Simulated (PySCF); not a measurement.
Compound: C6H16N2.
Geometry (PBE0-D3(BJ)/def2-SVP, Å), atoms numbered from 1 in this order:
```
atom  x, y, z in Å
C1     2.5835    0.8418    0.3528
N2     1.4168    0.0603    0.6754
N3     0.5076   -0.0348   -0.3809
C4     0.8099   -1.1368   -1.2611
C5    -0.8888    0.0945    0.0845
C6    -1.2580   -1.0017    1.0920
C7    -1.8290    0.0331   -1.1188
C8    -1.0271    1.4668    0.7416
H9     3.2711    0.8296    1.2128
H10    3.1465    0.4893   -0.5374
H11    2.2878    1.8850    0.1666
H12    1.6794   -0.8643    1.0264
H13    0.6787   -2.1378   -0.7904
H14    0.1943   -1.1070   -2.1698
H15    1.8595   -1.0568   -1.5839
H16   -0.6126   -0.9379    1.9810
H17   -1.1528   -2.0073    0.6538
H18   -2.3017   -0.8946    1.4242
H19   -2.8455    0.3165   -0.8087
H20   -1.8913   -0.9744   -1.5564
H21   -1.4989    0.7354   -1.8997
H22   -0.3154    1.5615    1.5726
H23   -0.8140    2.2605    0.0096
H24   -2.0475    1.6096    1.1284
```

Level: PBE0/pcSseg-1 in PySCF, non-relativistic, on one gas-phase PBE0-D3(BJ)/def2-SVP geometry that isn't relaxed in the solvent. The solvent is an IEF-PCM continuum (cavity from Bondi-type radii × 1.2). The model holds no explicit solvent molecules, cavitation or dispersion.

| run | E − E(gas) (kJ/mol) | HOMO (eV) | HOMO–LUMO gap (eV) | dipole (D) |
| --- | --- | --- | --- | --- |
| gas | 0.00 | -6.13 | 7.48 | 1.17 |
| P | -9.56 | -6.13 | 7.59 | 1.52 |
| Q | -14.13 | -6.16 | 7.65 | 1.73 |

**Question.** The runs were made in acetonitrile and chloroform. Which run belongs to which solvent?

**Answer.** P = chloroform, Q = acetonitrile. The dielectric constants are 4.711 (chloroform), 35.69 (acetonitrile), and the energy falls further as ε rises. In this model the ground state sees the solvent through ε alone.

**Question.** How constant is the ratio of the lowering to (ε − 1)/(2ε + 1)?

**Answer.** 
| solvent | (ε − 1)/(2ε + 1) | E − E(gas) (kJ/mol) | ratio (kJ/mol) | polarisation term (kJ/mol) |
| --- | --- | --- | --- | --- |
| chloroform | 0.356 | -9.56 | -26.9 | -10.45 |
| acetonitrile | 0.479 | -14.13 | -29.5 | -16.29 |

The ratio changes by +9.8 % in size from chloroform to acetonitrile. The polarisation term is half the interaction of the solute with the induced surface charges.
